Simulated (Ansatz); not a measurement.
Cost against result

The pair of NH3 (SMILES N, atoms 1–4) and GeH4 (SMILES [GeH4], atoms 5–9), both closed shells, in one local arrangement (a lower one may exist), relaxed at PBE0-D4/def2-TZVP:

N1  (-0.281, 0.227, -1.654)
H2  (0.402, 0.849, -2.069)
H3  (-0.235, -0.648, -2.161)
H4  (-1.195, 0.626, -1.828)
Ge5  (0.258, -0.208, 1.519)
H6  (1.610, 0.025, 0.835)
H7  (-0.653, 1.014, 1.357)
H8  (0.514, -0.417, 3.028)
H9  (-0.420, -1.469, 0.973)
(Å)

Interaction energies are counterpoise-corrected; the time is that of the whole pair.

Program: Ansatz 0.2.0. Basis: as named in each row. Cores are frozen in the correlated methods. Filled d shells of the heavier atoms are correlated. The def2 sets are not built for correlating such inner shells, so the correlated values are less sure here. B3LYP uses VWN-RPA correlation. Extrapolation: Hartree–Fock as exp(−7.88 √X), correlation as X^−2.97.

Times are rough, for one single point on 4 threads of a shared host (Arm Neoverse V2).

The estimate by CCSD(T) at an estimated basis limit (MP2 extrapolated from triple and quadruple zeta, plus CCSD(T) − MP2 in triple zeta) is -7.4 kJ/mol.

```tsv
method	basis	time (s)	interaction energy (kJ/mol)	method less estimate
HF	STO-3G	under 1	3.6	11.0
PBE-D4	STO-3G	under 1	0.4	7.8
SPW92	def2-SVP	under 1	-15.1	-7.7
PBE-D4	def2-SVP	under 1	-10.4	-3.0
B3LYP-D4	6-31G	under 1	-8.8	-1.4
PBE0-D4	def2-SVP	under 1	-10.6	-3.2
PBE-D4	def2-TZVPPD	1	-8.4	-0.9
revPBE-D4	def2-TZVPPD	1	-7.1	0.3
BLYP-D4	def2-TZVPPD	2	-6.6	0.8
CCSD(T)	def2-SVP	2	-5.1	2.3
r2SCAN-D4	def2-TZVPPD	2	-7.4	0.0
PBE0-D4	def2-TZVPPD	2	-8.4	-0.9
B3LYP-D4	def2-TZVPPD	3	-7.5	-0.1
wB97M-V	def2-SVP	3	-10.2	-2.8
B2PLYP	def2-TZVPPD	4	-3.7	3.8
B97M-V	def2-TZVPPD	6	-9.5	-2.1
HSE06-D4	def2-TZVPPD	6	-8.3	-0.9
wB97X-V	def2-TZVPPD	6	-8.0	-0.6
wB97M-V	def2-TZVPPD	6	-8.5	-1.1
MP2	def2-QZVPPD	15	-6.9	0.5
CCSD(T)	def2-TZVPPD	49	-6.5	0.9
```

No T1 diagnostic of these runs exceeds 0.012.
